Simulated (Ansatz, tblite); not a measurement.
Removing and adding an electron: Au2Br (the lowest doublet isomer of a short search). The state is a doublet with charge 0. Geometry: PBE-D4/def2-TZVP. Ansatz, gas phase; energy differences of separate SCF runs; the oxidised species is a triplet (the singlet lies 0.26 eV higher at PBE0-D4/def2-TZVP); the reduced species is a singlet (the triplet lies 2.50 eV higher at PBE0-D4/def2-TZVPD).

| atom | x (Å) | y (Å) | z (Å) |
| --- | --- | --- | --- |
| Au1 | -0.062 | 0.213 | -0.316 |
| Au2 | -1.935 | -1.474 | 0.059 |
| Br3 | 1.997 | 1.261 | 0.257 |

In the def2 sets Au takes a core potential; there is no spin–orbit coupling. The xTB rows come from tblite. HOMO above LUMO, or a gap near zero within one spin, warns that the state may not be the lowest or that an electron is smeared out. The structure comes from a short search, and lower isomers may exist.

```
            level  −HOMO (eV)  vertical IE (eV)  −LUMO (eV)  vertical EA (eV)  HOMO–LUMO gap (eV)  IE − EA (eV)                                     remarks
         GFN1-xTB           –             14.19           –              7.63                   –          6.57                                           –
         GFN2-xTB           –             13.82           –              7.03                   –          6.79                                           –
 PBE-D4/def2-TZVP        6.59              9.40        6.32                 –                0.27             –  gap within one spin near zero (+1 triplet)
PBE0-D4/def2-TZVP        7.56              9.35        5.60                 –                1.96             –                                           –
```

(1) Estimate the rows for PBE-D4/def2-TZVPD, r2SCAN-D4/def2-TZVP, r2SCAN-D4/def2-TZVPD, PBE0-D4/def2-TZVPD.

## Answers

(1) 
```
               level  −HOMO (eV)  vertical IE (eV)  −LUMO (eV)  vertical EA (eV)  HOMO–LUMO gap (eV)  IE − EA (eV)
   PBE-D4/def2-TZVPD        6.59                 –        6.32              3.74                0.27             –
 r2SCAN-D4/def2-TZVP        6.79              9.45        6.28                 –                0.51             –
r2SCAN-D4/def2-TZVPD        6.78                 –        6.26              3.80                0.52             –
  PBE0-D4/def2-TZVPD        7.56                 –        5.59              3.84                1.97             –
```

   HOMO and LUMO are the levels of the spin that leaves or enters (xTB has no such levels and no spin-polarisation term). Other spin states of the ions may lie lower, which would lower the ionisation energy or raise the affinity. Raw xTB energy differences between charge states are shifted by several eV; the methods need an empirical correction for them.
